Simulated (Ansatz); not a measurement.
## A barrier at the coupled-cluster level

Start structure (SiH2Cl4O, singlet), relaxed at PBE0-D4/def2-TZVP:

Si1  (-0.773, -0.749, -0.242)
O2  (0.541, 0.187, -0.469)
Cl3  (-0.286, -2.709, -0.387)
Cl4  (-1.442, -0.318, 1.606)
Cl5  (-2.189, -0.337, -1.630)
H6  (1.299, 1.471, 0.817)
Cl7  (1.844, 2.328, 1.611)
H8  (1.006, 0.127, -1.307)
(Å)

The step: SiHCl₃O ([OH][Si]([Cl])([Cl])[Cl]) + HCl → SiCl₄ ([Cl][Si]([Cl])([Cl])[Cl]) + H₂O; bonds formed: Si1–Cl7, O2–H6; bonds broken: Si1–O2, H6–Cl7. Program: Ansatz 0.2.0. Basis: def2-TZVPP and def2-QZVPP. Cores are frozen in the correlated methods. Extrapolation: Hartree–Fock as exp(−7.88 √X), correlation as X^−2.97. Energies below are by CCSD(T) at an estimated basis limit (MP2 extrapolated from triple and quadruple zeta, plus CCSD(T) − MP2 in triple zeta).

Problem. What are the electronic barrier and the energy of the step, from the start structure to the end structure? (An estimate is asked for; the value comes from the calculation.)

Solution. By the calculation: Barrier 30.58 kcal/mol; step energy 5.25 kcal/mol (uphill); reverse barrier, their difference, 25.33 kcal/mol. Barrier and step energy count from the start structure, the reverse barrier from the end structure.

The saddle point: One imaginary mode of 392i cm⁻¹.
```
   pair  start (Å)  saddle (Å)  end (Å)
Si1–Cl7       4.44        2.53     2.02
  O2–H6       1.97        1.09     0.96
 Si1–O2       1.63        1.76     3.46
 H6–Cl7       1.29        1.68     3.58
```

Zero-point energy (harmonic, PBE0-D4): ZPE is 17.82 kcal/mol at the start and 18.08 kcal/mol at the saddle, so the barrier goes from 30.58 to 30.85 kcal/mol.

No T1 diagnostic of these runs exceeds 0.010. The end structure is not quite a true minimum (one mode of 35i cm⁻¹).

Hydrogen chloride, the by-product of chloride precursors, can attack films and sites by steps of this kind.

Labels in which every atom is bracketed show which atoms are joined, not bond orders.

For scale, one of the runs: CCSD(T)/def2-TZVPP, 269 basis functions, launched by `ansatz run in.yaml --threads 8 --pin off --events-out ev --progress --plain --max-ram 19148MiB`. Hardware: 8 CPU threads of an Intel Xeon, shared host. Wall time 3 min; peak host memory 6.2 GiB.
